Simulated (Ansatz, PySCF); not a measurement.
Here is a job for PySCF.
```python
from pyscf import gto, scf, dft

mol = gto.Mole()
mol.atom = '''
    C     1.171918   -0.138615    0.233356
    C    -0.343595   -0.311089    0.153983
    O    -1.030453    0.589011   -0.500555
    H     1.620847   -0.948775    0.801442
    H     1.595240   -0.123791   -0.768607
    H     1.411591    0.810166    0.708457
    H    -0.766361   -0.421270    1.188289
    H    -0.587636   -1.330189   -0.249177
'''
mol.basis = 'def2-svp'
mol.charge = 0
mol.spin = 1
mol.verbose = 4
mol.build()

mf = dft.UKS(mol)
mf.xc = 'camb3lyp'
mf.grids.atom_grid = (99, 590)
mf.grids.prune = None
mf.kernel()
```

**Question.** Convert this to an input for Ansatz (a quantum-chemistry and plane-wave program).

**Answer.** This is not unique; one that fits is 
Ansatz 0.2 input:
```yaml
crystal:
  periodic: [false, false, false]
  atoms:
    - {symbol: C, position_ang: [1.17191809, -0.13861492, 0.23335589]}
    - {symbol: C, position_ang: [-0.34359491, -0.31108949, 0.15398349]}
    - {symbol: O, position_ang: [-1.03045264, 0.58901072, -0.50055513]}
    - {symbol: H, position_ang: [1.62084732, -0.94877495, 0.80144225]}
    - {symbol: H, position_ang: [1.59524001, -0.12379096, -0.76860675]}
    - {symbol: H, position_ang: [1.41159131, 0.81016619, 0.70845745]}
    - {symbol: H, position_ang: [-0.76636098, -0.42127018, 1.18828914]}
    - {symbol: H, position_ang: [-0.58763560, -1.33018941, -0.24917730]}
basis:
  gaussian:
    orbitals: def2-SVP
hamiltonian:
  xc: cam_b3lyp
magnetization: {spin_polarized: true, initial_magnetization: 1}
accuracy: high
```

Both were run: PySCF gave -154.174650 Eh and Ansatz -154.174650 Eh, 0.000 mEh apart.
